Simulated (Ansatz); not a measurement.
InH5S⁺, that is In(H2S)H3 with one electron fewer. The state is a doublet with charge 1. Geometry r2SCAN-D4/def2-TZVP, that of the neutral singlet; atoms count from 1.

```xyz
7

In    0.871   -0.806    0.301
S    -0.696    1.486   -0.331
H    -1.265    0.931   -1.415
H    -1.725    1.130    0.457
H     1.982   -0.555   -0.996
H    -0.426   -1.932    0.094
H     1.259   -0.254    1.890
```

In the def2 sets In takes a core potential; there is no spin–orbit coupling.

**Question.** Estimate the Mulliken populations from the PBE0/def2-TZVP orbitals of Ansatz.

**Answer.** 
```
atom  charge (e)  spin (α − β)
 In1        0.35          0.17
  S2       -0.16          0.01
  H3        0.24          0.00
  H4        0.24          0.00
  H5        0.06          0.12
  H6        0.21          0.58
  H7        0.06          0.12
```
Mulliken values depend strongly on the basis.

**Question.** Where does the spin sit?

**Answer.** Summed by element: In 0.17, S 0.01, H 0.82, of 1 unpaired in all. Largest on single atoms: H6 0.58, In1 0.17, H5 0.12.

**Question.** And the Mayer bond orders between heavy atoms (over 0.3)?

**Answer.** In1–S2 0.52 (2.85 Å).
